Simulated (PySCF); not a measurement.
C2H6ClFSi. Atoms are numbered in the order given.

```xyz
11

F     -1.1005    -1.3613     0.3877
C     -0.9710    -0.2699    -0.4172
Cl    -1.1322     1.2224     0.5986
C      0.3607    -0.3016    -1.1337
Si     1.9159    -0.2457    -0.0281
H     -1.8319    -0.2482    -1.1019
H      0.4067     0.5373    -1.8466
H      0.3908    -1.2305    -1.7296
H      1.7873    -1.1845     1.1187
H      3.0676    -0.6675    -0.8783
H      2.1700     1.1325     0.4702
```

Geometry optimised at B3LYP-D3(BJ)/def2-SVP. The structure was generated by enumeration; whether it is a known compound was not checked. Other conformers were not sampled.

Calculation: PBE/pcSseg-1 run with PySCF.

GIAO shieldings, no solvent; atoms listed in one row are averaged. δ = σ(ref) − σ: ¹⁹F against CFCl3 (σ = 133.6 ppm); ¹³C against TMS (σ = 182.0 ppm); ³⁵Cl against HCl (σ = 936.5 ppm); ²⁹Si against TMS (σ = 335.4 ppm); ¹H against TMS (σ = 31.49 ppm), references at their B3LYP-D3(BJ)/def2-TZVP geometries, non-relativistic (without spin–orbit terms, shifts of atoms bonded to Cl or Br come out too high).

```
nucleus         atoms  count  δ (ppm)
-------  ------------  -----  -------
¹⁹F                F1      1   -154.5
¹³C                C2      1    119.1
¹³C                C4      1     26.9
³⁵Cl              Cl3      1    297.2
²⁹Si              Si5      1    -80.4
¹H                 H6      1     7.11
¹H       H9, H10, H11      3     4.32
¹H                 H8      1     1.91
¹H                 H7      1     1.76
```
